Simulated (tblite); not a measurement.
Compound: C₄H₇NO₂S.
Geometry (GFN2-xTB, Å), atoms numbered from 1 in this order:
```xyz
15
C4H7NO2S angstrom
C      1.8426   -1.0032   -0.0288
C      1.6075    0.1422    0.6026
C      0.5267    1.0350    0.2618
N      0.4066    2.1982    0.6879
S     -0.8317    0.3818   -0.8401
C     -1.6868   -0.8811    0.1656
O     -0.3273   -0.2567   -2.0302
O     -1.7370    1.4909   -1.0084
H      1.2402   -1.3243   -0.8623
H      2.6730   -1.6306    0.2491
H      2.2449    0.4906    1.4055
H     -0.4157    2.6886    0.3377
H     -2.5551   -1.2061   -0.3935
H     -1.0073   -1.7048    0.3372
H     -1.9852   -0.4124    1.0939
```

Computed with GFN2-xTB (tblite): harmonic, unscaled wavenumbers at the GFN2-xTB geometry, gas phase. Against measured fundamentals such values can be off by several per cent, at times by over 20. One conformer, not necessarily the lowest.

Harmonic wavenumbers (cm⁻¹): 63.0, 91.2, 122.0, 136.0, 186.8, 245.3, 283.2, 314.3, 374.7, 446.8, 451.1, 511.8, 578.0, 666.7, 723.4, 832.4, 851.3, 888.3, 921.3, 947.9, 1013.6, 1074.2, 1107.4, 1228.1, 1247.4, 1258.2, 1259.9, 1392.9, 1421.4, 1430.0, 1660.7, 1745.7, 3056.3, 3067.1, 3084.5, 3092.5, 3104.7, 3140.6, 3307.7.

A = 2425, B = 1701, C = 1310 MHz; mass 133.020 u (most abundant isotopes); point group C1, symmetry number 1.

**Question.** What is the zero-point energy?

**Answer.** ½Σν̃ = 23664 cm⁻¹ = 67.66 kcal/mol.

**Question.** Entropy at 500 K, 1 bar (ideal gas, RRHO, classical rotation)?

**Answer.** Translation 43.16, rotation 30.02, vibration 44.09: S = 117.3 cal/(mol K).

**Question.** And Cp and H(500 K) − H(0)?

**Answer.** Cp = 49.21 cal/(mol K), of which vibrations give 41.27 (their classical limit is 39 R = 77.5); H(500 K) − H(0) = 15.27 kcal/mol without the zero-point energy, 11.29 from vibrations.

**Question.** Blend soft modes into free rotors: weight 1/[1 + (100 cm⁻¹/ν̃)⁴] for the oscillator and the rest for a rotor with moment μB/(μ + B), μ = h/(8π²ν), B = 10⁻⁴⁴ kg m². What vibrational entropy results?

**Answer.** 41.53 cal/(mol K) in place of 44.09, which changes −T·S at 500 K by +1.28 kcal/mol.

**Question.** How do the functions run with temperature in this model?

**Answer.** 
```
T (K)  S (cal/(mol K))  Cp (cal/(mol K))  H − H(0) (kcal/mol)  G − H(0) (kcal/mol)  ln q(vib)
  100             67.5              18.1                 1.24                -5.50       1.31
  200             83.0              27.3                 3.53               -13.06       3.71
  300             95.7              35.7                 6.69               -22.01       6.13
  800            143.3              61.4                32.04               -82.62      17.26
 1000            157.6              66.6                44.87              -112.75      21.14
```

q(vib) and H(0) count from the zero-point level.

**Question.** Which modes carry the vibrational entropy at 500 K?

**Answer.** 63.0 cm⁻¹: 5.38; 91.2 cm⁻¹: 4.65; 122.0 cm⁻¹: 4.08; 136.0 cm⁻¹: 3.86; 186.8 cm⁻¹: 3.24; 245.3 cm⁻¹: 2.72 cal/(mol K); the other 33 give 20.15 together.

Hindered rotation and anharmonicity are outside this model. Other conformers, if any are populated, would add a mixing term that is left out. The structure is chiral; the term R ln 2 for an equal mix with its mirror image is left out.
